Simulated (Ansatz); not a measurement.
Relaxation of a periodic cell of 33 atoms, LiAl32 (host Al, host structure fcc, interstitial Li), to a largest force component of 0.03 eV/Å in at most 60 steps.

These are results of DFT PBE, scalar-relativistic, plane waves, PAW (Ansatz), not measurements. Settings: cutoff 420 eV, k mesh 3x3x3, gaussian smearing 0.1 eV, no spin polarisation.

```xyz
33
Lattice="8.1000 0.0000 0.0000 0.0000 8.1000 0.0000 0.0000 0.0000 8.1000" Properties=species:S:1:pos:R:3
Al 4.050 0.000 0.000
Al 6.075 2.025 0.000
Al 6.075 0.000 2.025
Al 0.000 0.000 0.000
Al 2.025 2.025 0.000
Al 4.050 4.050 0.000
Al 6.075 6.075 0.000
Al 2.025 0.000 2.025
Al 4.050 2.025 2.025
Al 6.075 4.050 2.025
Al 4.050 0.000 4.050
Al 6.075 2.025 4.050
Al 6.075 0.000 6.075
Al 0.000 4.050 0.000
Al 2.025 6.075 0.000
Al 0.000 2.025 2.025
Al 2.025 4.050 2.025
Al 4.050 6.075 2.025
Al 0.000 0.000 4.050
Al 2.025 2.025 4.050
Al 4.050 4.050 4.050
Al 6.075 6.075 4.050
Al 2.025 0.000 6.075
Al 4.050 2.025 6.075
Al 6.075 4.050 6.075
Al 0.000 6.075 2.025
Al 0.000 4.050 4.050
Al 2.025 6.075 4.050
Al 0.000 2.025 6.075
Al 2.025 4.050 6.075
Al 4.050 6.075 6.075
Al 0.000 6.075 6.075
Li 4.992 1.012 3.040
```

Question: Where does it end, and by what steps?

Answer: The run converged. The force dipped under the threshold on the way, but the program's further checks kept it going. Limits of this set-up: coarse k mesh. After 15 steps the energy has fallen by 6.303 eV; Li33 moved furthest, 1.51 Å. Parted: Al3–Li33 (1.80 → 3.26 Å). Joined: Al20–Li33 (3.29 → 2.36 Å), Al21–Li33 (3.34 → 2.39 Å), Al24–Li33 (3.34 → 2.38 Å).

| step | energy less start (eV) | largest force component (eV/Å) | accepted |
| --- | --- | --- | --- |
| 0 | 0.0000 | 4.189 | yes |
| 1 | -2.3516 | 2.969 | yes |
| 2 | -4.5469 | 1.271 | yes |
| 3 | -5.4303 | 0.196 | yes |
| 4 | -5.4833 | 0.164 | yes |
| 5 | -5.5610 | 0.129 | yes |
| 6 | -5.5979 | 0.253 | yes |
| 7 | -5.7193 | 0.315 | yes |
| 8 | -5.8628 | 0.462 | yes |
| 9 | -6.0746 | 0.400 | yes |
| 10 | -6.2514 | 0.156 | yes |
| 11 | -6.3008 | 0.019 | yes |
| 12 | -6.3008 | 0.019 | yes |
| 13 | -6.3019 | 0.032 | yes |
| 14 | -6.3033 | 0.004 | yes |
| 15 | -6.3033 | 0.004 | yes |

```xyz
33
Lattice="8.1000 0.0000 0.0000 0.0000 8.1000 0.0000 0.0000 0.0000 8.1000" Properties=species:S:1:pos:R:3
Al 4.078 -0.106 -0.051
Al 6.186 1.997 -0.052
Al 6.046 0.023 2.048
Al 0.024 -0.048 -0.011
Al 1.967 1.997 -0.052
Al 4.078 4.110 -0.054
Al 6.129 6.064 -0.012
Al 2.104 0.014 2.039
Al 4.071 2.029 1.593
Al 6.086 3.998 2.010
Al 4.071 -0.435 4.053
Al 6.435 2.027 4.051
Al 6.085 -0.014 6.022
Al 0.025 4.056 -0.013
Al 2.024 6.063 -0.012
Al 0.033 1.997 1.923
Al 2.065 4.005 2.003
Al 4.078 6.023 1.919
Al 0.033 -0.102 4.022
Al 1.757 2.025 4.049
Al 4.073 4.257 4.044
Al 6.187 6.023 4.022
Al 2.066 -0.021 6.030
Al 4.073 2.020 6.284
Al 6.114 4.029 6.054
Al 0.024 6.064 1.977
Al 0.034 4.106 4.021
Al 1.967 6.022 4.022
Al 0.034 1.996 6.131
Al 2.038 4.034 6.059
Al 4.078 6.021 6.136
Al 0.025 6.062 6.081
Li 4.104 1.875 3.904
```

Run time: 94 s on 4 threads of Intel(R) Xeon(R) Platinum 8375C CPU @ 2.90GHz (Ice Lake), with other jobs on the host, peak memory 1.5 GiB.
